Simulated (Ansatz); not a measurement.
Wavefunction ladder for BH$_{8}$NSi$_{2}$, SMILES `[SiH3]BN[SiH3]`

Cartesian coordinates in Å:
```
Si -0.317 1.491 -1.139
B 0.680 -0.265 -1.019
N 0.630 -1.119 0.089
Si -0.267 -0.894 1.577
H -1.134 1.827 0.064
H -1.237 1.471 -2.313
H 0.648 2.608 -1.351
H 1.358 -0.597 -1.954
H 1.173 -1.970 0.032
H 0.174 0.336 2.280
H -1.723 -0.807 1.309
H 0.015 -2.081 2.425
```

The species carries charge 0 and has multiplicity 1. The structure was optimised at the PBE0-D4/def2-TZVP level. It is one conformer, not always the lowest. Frozen core, restricted reference, Ansatz 0.2.0. CBS rows extrapolate triple and quadruple zeta; past MP2 they add the triple-zeta difference.

```csv
basis,HF (Eh),MP2 corr.
def2-TZVPP,-661.75297,-0.56952
def2-QZVPP,-661.77525,-0.60923
```

**Question.** Estimate the CCSD correlation energy and the (T) correction in each basis where they were run (hartree).

**Answer.** 
| basis | CCSD corr. | (T) |
| --- | --- | --- |
| def2-TZVPP | -0.63104 | -0.02294 |
| CBS(def2) | -0.70017 | as TZ |
